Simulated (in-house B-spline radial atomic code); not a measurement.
Rb2+: 1s1 2s2 2p6 3s2 3p6 3d10 4s2 4p6 (with a hole in an inner shell)

Level of theory: Dirac-Kohn-Sham PBE0, spherical fractional occupations, Fermi nucleus of rms radius 4.2036 fm; calculated with an all-electron radial atomic-structure program (B-spline basis).

Effective charges: Z_r = [3n² - l(l+1)]/(2<r>) from the radius, Z_e = n√(-2ε) from the energy, and Slater's rules. Values are occupation-weighted means over j. An effective charge above Z reflects the relativistic contraction of the inner shells.

| shell | electrons | ε (eV) | <r> (bohr) | Z_r | Z_e | Slater |
| --- | --- | --- | --- | --- | --- | --- |
| 1s | 1 | -15504 | 0.03998 | 37.52 | 33.76 | 37.00 |
| 2s | 2 | -2159.4 | 0.174 | 34.47 | 25.20 | 33.70 |
| 2p | 6 | -1948.5 | 0.1507 | 33.17 | 23.93 | 33.70 |
| 3s | 2 | -353.51 | 0.4957 | 27.24 | 15.29 | 26.75 |
| 3p | 6 | -279.45 | 0.4984 | 25.08 | 13.60 | 26.75 |
| 3d | 10 | -149.16 | 0.4967 | 21.14 | 9.93 | 16.85 |
| 4s | 2 | -57.194 | 1.367 | 17.56 | 8.20 | 10.25 |
| 4p | 6 | -38.501 | 1.549 | 14.85 | 6.73 | 10.25 |

The least bound orbital is 4p3/2 at -38.11 eV, and it is also the most diffuse (<r> = 1.559 bohr). The part-filled 1s shell lies below the filled 4p shell in orbital energy.

Spin-orbit splittings of the orbital energies (j = l + 1/2 above j = l - 1/2 when positive): 2p 66.58 eV, 3p 10.31 eV, 3d 1.862 eV, 4p 1.175 eV.

For the 1s electron the small component carries 1.83 % of the norm, the zero-frequency Breit interaction raises the level by 17.53 eV, self-energy by 13.94 eV, and vacuum polarisation lowers it by 1.476 eV.

Caution: exact exchange at fractional occupations of open shells leaves self-interaction of up to several eV.
